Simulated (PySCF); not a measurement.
BBr3, SMILES Br[B-](Br)Br, charge -1, multiplicity 2.

Coordinates come from a r2SCAN-D4/def2-SVPD optimisation.

Calculation: PBE/def2-SVPD (PySCF).

 A positive occupied level means that this level leaves the electron formally unbound; only the finite basis holds it.

Estimate the frontier levels, dipole moment and polarisability. (Estimate from the structure and the level; the computed values follow.)


```yaml
"α spin, highest occupied and lowest empty level": 0.73 and 2.98 eV
"β spin, highest occupied and lowest empty level": -2.02 and 2.38 eV
dipole_moment_about_the_centre_of_nuclear_charge: 0.111 e·Å
mean_static_polarisability: 115.4 bohr³ (17.10 Å³)
polarisability_principal_values: 91.1, 127.6, 127.6 bohr³
"⟨S²⟩": 0.753 (pure state 0.75)
```
